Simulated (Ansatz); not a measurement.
Correlation energies of Ge₄H₁₄Si₂, SMILES `[GeH3][SiH2][GeH2][SiH2][GeH2][GeH3]` by basis set

```xyz
20

Ge   -1.1285   -0.4634    2.4593
Si   -1.3137   -2.0184    0.6667
Ge   -1.3254   -0.9537   -1.4661
Si    0.8930   -0.5254   -2.2139
Ge    2.1002    0.6106   -0.5090
Ge    0.8990    2.6107    0.1511
H    -2.2337    0.6004    2.3540
H    -1.2731   -1.1871    3.8097
H     0.2330    0.2509    2.4417
H    -2.5775   -2.7861    0.8470
H    -0.1802   -2.9827    0.7269
H    -2.0580   -1.8469   -2.4868
H    -2.1024    0.3731   -1.3678
H     0.8658    0.3131   -3.4446
H     1.5520   -1.8201   -2.5414
H     2.2540   -0.3223    0.7070
H     3.5128    0.9938   -0.9894
H     0.9852    3.6579   -0.9723
H    -0.5843    2.2814    0.3889
H     1.4818    3.2141    1.4391
```

Total charge 0; spin multiplicity 1. Correlated methods include outer-core shells of Ge, which these sets cover unevenly. Scalar relativity is left out up to krypton. All single points use the PBE0-D4/def2-TZVP geometry. It is one conformer, not always the lowest. Frozen core, restricted reference, the Gaussian-basis code of Ansatz.

```tsv
basis	HF (Eh)	MP2 corr.
def2-SVP	-8886.25256	-1.15114
def2-TZVPP	-8887.51424	-1.31486
def2-QZVPP	-8887.69919	-2.38921
```

Task: Estimate the CCSD correlation energy and the (T) correction in each basis where they were run (hartree).

Result: 
| basis | CCSD corr. | (T) |
| --- | --- | --- |
| def2-SVP | -1.22309 | -0.03733 |
| def2-TZVPP | -1.39611 | -0.05209 |
